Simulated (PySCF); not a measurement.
# Two-component Hartree-Fock for Pb⁶³⁺ (lead, charge +63)

Start: [Ar] 3d1; 3d3/2 filled at m_j = +3/2. Calculated with PySCF 2.14 in an uncontracted even-tempered set (15 s from 21 bohr⁻², ratio 2.8; 12 p from 27 bohr⁻², ratio 2.8; 8 d from 27 bohr⁻², ratio 2.8; 3 f from 82 bohr⁻², ratio 3): generalised Hartree-Fock with the X2C-1e Hamiltonian and a Gaussian nucleus; one run each with spin-orbit coupling (SO) switched off, then screened by Boettger's factors.

| spinor shell | electrons | ε, spin-free (eV) | ε, screened SO (eV) | weight of nominal j (screened SO) | rms radius, screened SO (bohr) |
| --- | --- | --- | --- | --- | --- |
| 1s1/2 | 2 | -93403.8 | -93364.6 | 1.000 | 0.0181 |
| 2s1/2 | 2 | -20737.8 | -20724.7 | 1.000 | 0.0724 |
| 2p1/2 | 2 | -18498.5 | -20109.6 | 1.000 | 0.0611 |
| 2p3/2 | 4 | -18498.5 | -17875.4 | 1.000 | 0.0691 |
| 3s1/2 | 2 | -8045.3 | -8041.2 | 1.000 | 0.178 |
| 3p1/2 | 2 | -7378.3 | -7798.2 | 1.000 | 0.168 |
| 3d3/2 | 1 | -6855.4 | -6930.3 | 1.000 | 0.155 |

Q: Where does 3p3/2 lie, and what is the 3p spin-orbit splitting (screened SO)?

A: At -7212.2 eV, 586.00 eV above 3p1/2.

| quantity | spin-free | screened SO |
| --- | --- | --- |
| E (hartree) | -16557.54440 | -16596.92784 |
| M_J | 3/2 | 3/2 |
| ⟨J²⟩ | 3.963 | 3.750 |
| ⟨L²⟩ | 6.000 | 6.091 |
| ⟨S²⟩ | 0.750 | 0.841 |

Each row is a mean over spinors that exchange with the open shell spreads, by up to 29.433 eV (3p1/2).

Breit and QED terms are absent; they matter most for the inner s and p1/2 levels.

Densities and radii are taken from the X2C orbitals without a picture-change correction, which distorts them close to the nucleus.

Without spin-orbit coupling the j labels of p, d and f shells carry no meaning; the spin-free column gives the mean over the occupied spinors of each nl shell, and its ⟨J²⟩ belongs to a mixture of degenerate components.
